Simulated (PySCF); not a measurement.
## Sm⁴⁴⁺ (samarium, charge +44): Hartree-Fock from Schrödinger to Dirac-Coulomb-Breit

Occupied: 1s1/2, 2s1/2, 2p1/2, 2p3/2, 3s1/2, 3p1/2, 3p3/2. Hartree-Fock calculated with PySCF 2.14 in an uncontracted even-tempered set (20 s from 4.5 bohr⁻², ratio 2.3; 16 p from 5.4 bohr⁻², ratio 2.3), Gaussian nucleus throughout. NR is non-relativistic, sf-X2C the spin-free one-electron X2C Hamiltonian, X2C adds the bare one-electron spin-orbit term, X2C-SNSO screens it by Boettger's factors, DC is four-component Dirac-Coulomb, and the Gaunt and Breit terms are added at first order (total energies over the DC spinors, levels after relaxing the spinors in that mean field). QED terms are absent. Levels marked empty are virtual spinors of this ion; the basis has s and p functions only, so 3d, which can lie below the n = 4 levels, is absent.

```json
{"Hamiltonian": "NR", "E (hartree)": "-8337.5093"}
{"Hamiltonian": "sf-X2C", "E (hartree)": "-8715.0138"}
{"Hamiltonian": "X2C", "E (hartree)": "-8721.2697"}
{"Hamiltonian": "X2C-SNSO", "E (hartree)": "-8720.8525"}
{"Hamiltonian": "DC", "E (hartree)": "-8723.9883"}
{"Hamiltonian": "DC+Gaunt", "E (hartree)": "-8714.7000"}
{"Hamiltonian": "DC+Breit", "E (hartree)": "-8715.6057"}
```

```tsv
level (eV)	NR	sf-X2C	X2C	X2C-SNSO	DC	DC+Gaunt	DC+Breit
1s1/2	-47191.2	-49787.9	-49780.0	-49780.6	-49830.5	-49690.3	-49700.8
2s1/2	-9739.9	-10443.4	-10441.0	-10441.2	-10447.6	-10432.7	-10433.8
2p1/2	-9392.2	-9609.3	-10057.1	-10040.9	-10043.8	-10019.5	-10022.0
2p3/2	-9392.2	-9609.3	-9416.9	-9422.9	-9428.0	-9411.1	-9413.5
3s1/2	-3784.6	-3989.5	-3988.8	-3988.8	-3990.3	-3986.9	-3987.3
3p1/2	-3638.0	-3718.6	-3828.7	-3824.8	-3825.4	-3819.7	-3820.4
3p3/2	-3638.0	-3718.6	-3670.8	-3672.3	-3673.4	-3669.3	-3670.1
4s1/2 (empty)	-1920.9	-2000.1	-1999.9	-1999.9	-2000.4	-1999.1	-1999.3
4p1/2 (empty)	-1864.9	-1899.6	-1939.2	-1937.8	-1938.0	-1935.9	-1936.2
4p3/2 (empty)	-1864.9	-1899.6	-1882.3	-1882.9	-1883.2	-1881.7	-1882.0
```

How large are the two-electron picture-change error of X2C and the Breit correction in the total energy?

X2C-1e lies 2.7186 hartree above Dirac-Coulomb; Gaunt adds 9.2883 and the full Breit term 8.3826 hartree.

| interval (eV) | X2C | X2C-SNSO | DC | DC+Gaunt | DC+Breit |
| --- | --- | --- | --- | --- | --- |
| 2p3/2 − 2p1/2 | 640.2 | 618.0 | 615.8 | 608.5 | 608.5 |
| 3p3/2 − 3p1/2 | 157.9 | 152.5 | 152.1 | 150.3 | 150.3 |
| 4p3/2 − 4p1/2 | 56.86 | 54.91 | 54.80 | 54.17 | 54.17 |

Weight of the small component: 1s1/2 0.0531, 2s1/2 0.0119, 2p1/2 0.0119, 2p3/2 0.0111, 3s1/2 0.00439, 3p1/2 0.00431, 3p3/2 0.00411, 4s1/2 0.00209, 4p1/2 0.00206, 4p3/2 0.00198.

Koopmans' value for the highest occupied level at DC+Breit: 3670.1 eV, against an ionisation energy of 3669 ± 4 eV (theoretical estimate listed by NIST; NIST Atomic Spectra Database, ionization energies); the former lacks relaxation, correlation, QED and recoil.

The whole ladder took 240 s of wall time on 1 thread of Neoverse-N1 (shared host), launched as `OMP_NUM_THREADS=1 python relrun2.py TASK.json OUT` (a driver that calls PySCF for each Hamiltonian).

Dirac-Coulomb iterations, started from the X2C spinors:

```
with_ssss True, with_gaunt False, with_breit False
light speed = 137.03599967994
init E= -8686.54385912638
cycle= 1 E= -8723.98709865519  delta_E= -37.4  |g|= 1.96  |ddm|= 0.134
cycle= 2 E= -8723.98828982231  delta_E= -0.00119  |g|= 0.0334  |ddm|= 0.0124
cycle= 3 E= -8723.98829238827  delta_E= -2.57e-06  |g|= 0.00149  |ddm|= 0.000884
cycle= 4 E= -8723.98829239397  delta_E= -5.7e-09  |g|= 7.09e-06  |ddm|= 3.77e-05
```
